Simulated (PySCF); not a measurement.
Species: C8H10S.
SMILES with atom numbers: `[CH3:1][S:2][C:3]1=[CH:4][CH:5]=[CH:6][C:7]12[CH2:8][CH2:9]2` (hydrogens: H10, H11, H12 on C1; H13 on C4; H14 on C5; H15 on C6; H16, H17 on C8; H18, H19 on C9)

Cartesian coordinates in Å at the PBE0-D3(BJ)/def2-SVP level; atoms count from 1:
```
atom  x, y, z in Å
C1     3.046   -0.665    0.362
S2     1.887    0.357   -0.558
C3     0.367   -0.217    0.066
C4     0.087   -1.175    0.993
C5    -1.359   -1.263    1.150
C6    -1.964   -0.370    0.332
C7    -0.917    0.355   -0.413
C8    -1.046    1.825   -0.786
C9    -1.100    0.805   -1.855
H10    2.949   -0.490    1.444
H11    4.053   -0.372    0.036
H12    2.889   -1.731    0.141
H13    0.809   -1.785    1.536
H14   -1.861   -1.951    1.832
H15   -3.033   -0.190    0.214
H16   -0.137    2.425   -0.678
H17   -1.968    2.325   -0.481
H18   -2.062    0.572   -2.318
H19   -0.231    0.681   -2.507
```

Linear response at CAM-B3LYP/def2-SVPD (PySCF, frozen core in the response, non-relativistic). One conformer (not necessarily the lowest) at the PBE0-D3(BJ)/def2-SVP geometry, without solvent, vibrations or thermal averaging.

Static isotropic polarisability: 112.51 au (16.67 Å³), principal values 79.3, 123.8, 134.5 au.

Task: What is the polarisability at 1064 nm and at the sodium D line?

Result: 113.99 au at 1064 nm (+1.3 %), 117.80 au at 589.3 nm (+4.7 %). The rise at 589.3 nm is 3.58 times that at 1064 nm; a pure ω² law gives 3.26. The lowest singlet lies at 286 nm, shorter than both wavelengths.

Task: What is the isotropic C6 coefficient between two such molecules, C6 = (3/π)∫α(iω)² dω?

Result: 4745 au (Eh·bohr⁶) by a ten-point quadrature over imaginary frequencies, which is 2840 eV·Å⁶ or 274 J·nm⁶/mol.

Task: Which effective excitation energy ω̄ makes London's formula C6 = (3/4)α²ω̄ exact here?

Result: ω̄ = 4·C6/(3α²) = 0.500 Eh = 13.6 eV. A one-pole form α(ω) = α/(1 − ω²/ω̄²) fitted to the 1064 nm value gives 10.2 eV.

Task: What does −C6/R⁶ come to at R = 12 Å between centres?

Result: -92 J/mol. This is the leading, orientation-averaged term; C8 and higher terms are left out.

Task: What n − 1 at the D line would an ideal gas of it have at 273.15 K and 1 atm (2.6868 × 10¹⁹ cm⁻³), by n − 1 = 2π·N·α′?

Result: 29.47 × 10⁻⁴, a formal value whether or not that pressure can be reached.

Task: What three-body coefficient follows from the one-pole estimate C9 = (3/4)·α·C6?

Result: 400000 au. This is an estimate from the two numbers above, not a computed integral.

Task: How many electrons N does the Slater–Kirkwood formula C6 = (3/4)·√N·α^(3/2) need to give this C6?

Result: N = (4·C6/3)²/α³ = 28.1; the species has 74 electrons in all.

Task: How anisotropic is the static polarisability, by Δα² = ½[(α1 − α2)² + (α2 − α3)² + (α3 − α1)²]?

Result: Δα = 50.6 au, or 0.45 of the isotropic value.
